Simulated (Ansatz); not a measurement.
Ansatz results at the PBE0-D4/def2-TZVP geometry: ideal-gas entropy at 298 K and 1 bar (rigid rotor, harmonic PBE0-D4/def2-TZVP) 294 J/(mol·K); size of the dipole moment (B3LYP/def2-TZVPP) 2.48 D; size of the dipole moment (ωB97M-V/def2-TZVPP) 2.45 D.

Which molecule gave them?
A. `[OH][In][Br]`•
B. `F[Si](F)(F)[SiH2]`•
C. `[O][In]([F])[Cl]`•
D. `CS[S]`•

D. The others give `F[Si](F)(F)[SiH2]`•: 353, 2.10, 2.10; `[OH][In][Br]`•: 328, 3.46, 3.55; `[O][In]([F])[Cl]`•: 341, 0.95, 0.91.

B3LYP here is the variant with VWN-RPA as its local correlation; programs differ in this.
